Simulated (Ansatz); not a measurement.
PBE exchange is replaced step by step with exact exchange (0 % is PBE, 25 % PBE0; no dispersion term), basis def2-TZVP, Ansatz. System: the cluster PbO₂H₂ (the lowest singlet isomer of a short search). Charge 0, multiplicity 1. Geometry: PBE0-D4/def2-TZVP.

Geometry of the singlet:

```
atom    x (Å)    y (Å)    z (Å)
 Pb1  -1.2676   0.0005   0.3404
  O2  -0.3990  -1.5202  -0.7615
  O3   0.5659   1.0061   0.4228
  H4   0.5660   1.8399   0.8996
  H5   0.5346  -1.3264  -0.9013
```

In the def2 sets Pb takes a core potential; there is no spin–orbit coupling. The structure comes from a short search, and lower isomers may exist.

```csv
exact exchange (%),HOMO (eV),LUMO (eV),gap (eV)
0,-6.35,-2.63,3.72
5,-6.60,-2.50,4.10
10,-6.85,-2.38,4.48
15,-7.11,-2.25,4.86
35,-8.12,-1.74,6.38
50,-8.89,-1.35,7.54
```

Question: Estimate the row for 25 %.

Answer: 
```csv
exact exchange (%),HOMO (eV),LUMO (eV),gap (eV)
25,-7.61,-2.00,5.62
```
